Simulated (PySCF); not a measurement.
**Relaxation of singlet H2VN**

These are results of PySCF, PBE0, basis V def2-TZVP, N def2-TZVP, H def2-TZVP (no relativity, density fitting), not measurements. A (50,194) grid was used.

A hand-made T-shaped (ligand arrangement 1) start, of Cs symmetry, held to at least that symmetry:

```xyz
4
charge 0 multiplicity 1, angstrom
V     0.3345    0.0000   -0.0384
N    -1.3845    0.0000    0.0216
H     0.3345    0.0000    1.6216
H     1.9935    0.0000    0.0195
```

**Question.** What forces act on the atoms at the start (eV/Å)?

**Answer.** 
```csv
atom,Fx,Fy,Fz
V1,-8.56,0.00,1.34
N2,6.79,0.00,-0.43
H3,0.09,0.00,-0.86
H4,1.68,0.00,-0.05
```

**Question.** What does it relax to?

**Answer.** It ends at C2v with V–H 1.690 Å (×2), V–N 1.501 Å; H–V–H 141.0°, H–V–N 109.5° (×2) (after a last refinement on a finer grid). A frequency run shows 1 imaginary mode, down to 717i cm⁻¹, so it is a saddle point. Other isomers or separated fragments may lie lower.

**Question.** How much energy is released, and in how many steps?

**Answer.** 204.7 kJ/mol in 16 steps.
